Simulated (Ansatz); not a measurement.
Geometry optimisation, RKS PBE/def2-SVP in Ansatz 0.2.0.

input.yaml

```yaml
crystal:
  periodic: [false, false, false]
  atoms:
    - { symbol: Sn, position_ang: [-0.174699, -0.141288, 0.118536] }
    - { symbol: C, position_ang: [-0.16811, -0.096969, 2.278345] }
    - { symbol: H, position_ang: [-0.875441, -0.854279, 2.668708] }
    - { symbol: H, position_ang: [0.838162, -0.339288, 2.67444] }
    - { symbol: H, position_ang: [-0.491968, 0.893905, 2.652509] }
    - { symbol: H, position_ang: [1.435599, -0.323022, -0.490195] }
    - { symbol: H, position_ang: [-0.938776, 1.249698, -0.550047] }
    - { symbol: H, position_ang: [-1.066398, -1.550058, -0.37825] }
    - { symbol: O, position_ang: [1.622871, 2.192612, 1.261855] }
    - { symbol: H, position_ang: [2.432668, 1.708558, 1.013867] }
    - { symbol: H, position_ang: [1.300992, 1.67583, 2.042431] }
basis:
  gaussian: { orbitals: def2-SVP }
hamiltonian:
  xc: pbe
relax:
  f_tol: 0.03
  max_steps: 50
```

Launched with:

```bash
$ ansatz run input.yaml --threads 2 --pin off --max-ram 3072MiB --backend cpu --events-out ev --progress --plain --runs-dir out
```

Task: Where does it end, and by what steps?

Result: It converged. After 7 steps the energy has fallen by 0.036 eV; H11 moved furthest, 0.47 Å.

```csv
step,energy less start (eV),largest force component (eV/Å),accepted
0,0.0000,0.502,yes
1,-0.0211,0.503,yes
2,0.0038,0.957,no
3,-0.0269,0.591,yes
4,-0.0337,0.109,yes
5,-0.0346,0.096,yes
6,-0.0350,0.225,yes
7,-0.0365,0.013,yes
```

```xyz
11
Properties=species:S:1:pos:R:3
Sn -0.183 -0.156 0.135
C -0.251 -0.178 2.313
H -0.928 -0.981 2.662
H 0.760 -0.367 2.724
H -0.624 0.795 2.686
H 1.440 -0.338 -0.446
H -0.917 1.254 -0.534
H -1.065 -1.543 -0.440
O 1.650 2.221 1.184
H 2.411 1.697 0.871
H 1.623 2.011 2.136
```

Whether the end is a true minimum wasn't checked by a vibrational analysis.

The run took 7.8 s on 2 threads of Intel(R) Xeon(R) 6975P-C (Granite Rapids), on a shared host, peak memory 0.14 GiB.
